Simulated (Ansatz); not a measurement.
A run of Ansatz (development build ahead of 0.2.0) on singlet C6H5F at this shape:

```xyz
12

C     1.4000    0.0000    0.0000
C     0.7000    1.2124    0.0000
C    -0.7000    1.2124    0.0000
C    -1.4000    0.0000    0.0000
C    -0.7000   -1.2124    0.0000
C     0.7000   -1.2124    0.0000
F     4.0000    0.0000    0.0000
H     1.2425    2.1521    0.0000
H    -1.2425    2.1521    0.0000
H    -2.4850    0.0000    0.0000
H    -1.2425   -2.1521    0.0000
H     1.2425   -2.1521    0.0000
```

Its results:

```yaml
Converged: yes
Total_energy: -331.32122 hartree
Spin_squared_of_the_determinant: 0.000
Stability_test: minimum among restricted orbitals
```

Which input gives this output? Name the method, the orbitals and the basis set, and write the input.

ωB97X (restricted) in def2-TZVP. An unrestricted run that stays on the closed shell gives the same numbers.

```yaml
crystal:
  periodic: [false, false, false]
  atoms:
    - { symbol: C, position_ang: [1.4, 0.0, 0.0] }
    - { symbol: C, position_ang: [0.7, 1.21244, 0.0] }
    - { symbol: C, position_ang: [-0.7, 1.21244, 0.0] }
    - { symbol: C, position_ang: [-1.4, 0.0, 0.0] }
    - { symbol: C, position_ang: [-0.7, -1.21244, 0.0] }
    - { symbol: C, position_ang: [0.7, -1.21244, 0.0] }
    - { symbol: F, position_ang: [4.0, 0.0, 0.0] }
    - { symbol: H, position_ang: [1.2425, 2.15207, 0.0] }
    - { symbol: H, position_ang: [-1.2425, 2.15207, 0.0] }
    - { symbol: H, position_ang: [-2.485, 0.0, 0.0] }
    - { symbol: H, position_ang: [-1.2425, -2.15207, 0.0] }
    - { symbol: H, position_ang: [1.2425, -2.15207, 0.0] }
basis:
  gaussian: { orbitals: def2-TZVP }
hamiltonian:
  xc: { name: wB97X }
```

Caution: stretched shape with no unrestricted run beside it, a lower state can exist; charge can spread falsely over distant fragments.
